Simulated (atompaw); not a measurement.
## What one change does to a pseudopotential (manganese, PAW (atompaw))

manganese (Mn), PAW, made with atompaw 4.2.0.5 (PBEsol, scalar-relativistic). Core [Ne] 3s2, reference 3p6 3d4 4s0 4p0 (charge +3). Waves: 4s (bound, empty): rc 1.75 bohr; 4s channel at -1.85 Ry: rc 1.75 bohr; 3p (bound): rc 1.15 bohr; 4p (bound, empty): rc 1.75 bohr; 3d (bound): rc 1.75 bohr; 3d channel at -2.7 Ry: rc 1.75 bohr. Local part: vpsmatchnc scheme with l = 3 at 0.5 Ry, radius 1.25 bohr. Core correction: smooth core density matched at 0.95 bohr. Augmentation charge: sinc compensation charge, radius 1.55 bohr; PAW radius 1.75 bohr; waves and projectors: custom polynom2 7 10 vanderbiltortho.

Change: reference 3p6 3d5 4s2 4p0.

Cutoffs: the cutoffs (Ry, on a coarse ladder) from which the occupation-weighted sum of valence levels, in a spherical-Bessel basis at the reference potential, stays within 10 and 1 mRy of its value at 400 Ry; they do not see the model core or the augmentation charge, which bear on the density cutoff.

**Question.** What does the change do?

**Answer.** Both files keep a bound ghost (s); the range in which the p phases agree widens (upper end -0.4 → 1.5); the range in which the d phases agree widens (upper end 2.0 → 3.6).

```csv
quantity,base,changed
"cutoff, loose",over 300 Ry,over 300 Ry
"cutoff, tight",over 300 Ry,over 300 Ry
bound ghosts,s,s
s: phases at 1.75 bohr within 0.05 rad from the reference energy up to (Ry; the scan ends near 5),to the end of the scan,to the end of the scan
p: phases at 1.75 bohr within 0.05 rad from the reference energy up to (Ry; the scan ends near 5),-0.4,1.5
d: phases at 1.75 bohr within 0.05 rad from the reference energy up to (Ry; the scan ends near 5),2.0,3.6
lowest overlap eigenvalue by channel,"s 0.49, p 0.64, d 0.93","s 0.65, p 0.65, d 0.94"
```

 A true bound ghost makes a file unfit for plane-wave use even where its test errors are small: the radial tests pick states by their node count and pass the ghost by. The cutoffs see the waves, projectors and local potential, not the compensation charge or the core.
